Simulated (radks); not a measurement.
The numbers below are computed, except where a source is named.
Task: Numerical settings for neutral cerium, [Xe] 4f1 5d1 6s2. Level of theory: scalar-relativistic Kohn-Sham, PBE, spin-polarised, spherical densities, point nucleus; open shells are filled with parallel spins first (spin-orbit coupling, left out, can overturn this in heavy ions) (a radial shooting solver on a logarithmic mesh with Libxc functionals). The defaults (mesh step 0.008 in ln r, mesh end at 40 bohr or more with all orbitals vanishing there, Anderson mixing 0.5 over 9 steps, residual threshold near 1e-9 with the energy settled to 1e-9 hartree or 1e-11 of itself, here a cap of 50 iterations) give E = -8860.4696 hartree and 5d at -3.326 eV in 14 iterations. Run on one thread of a shared host, so times are rough (Intel(R) Xeon(R) 6975P-C): 0.29 s of CPU time, 0.29 s wall, 14 iterations on 2728 mesh points. One setting is changed at a time: mesh step in ln r 0.05; mesh step in ln r 0.02; mesh step in ln r 0.08; mesh end (bohr) 2; mesh end (bohr) 1; residual threshold 0.01; residual threshold 1e-13; mixing 2.5; linear mixing, mixing 0.8; linear mixing, mixing 0.2; mixing history 20; iteration cap 5. Which runs fail to converge, and which converge to a wrong energy?

Result: Not converged within the cap: mesh step in ln r 0.08; linear mixing, mixing 0.8; linear mixing, mixing 0.2; iteration cap 5. Settled on a wrong energy, with an occupied level pushed above zero by the early mesh end: mesh end (bohr) 2 (+29.8 hartree); mesh end (bohr) 1 (+433 hartree). Apart from these: no run marked as converged misses the energy by more than 1 mhartree.
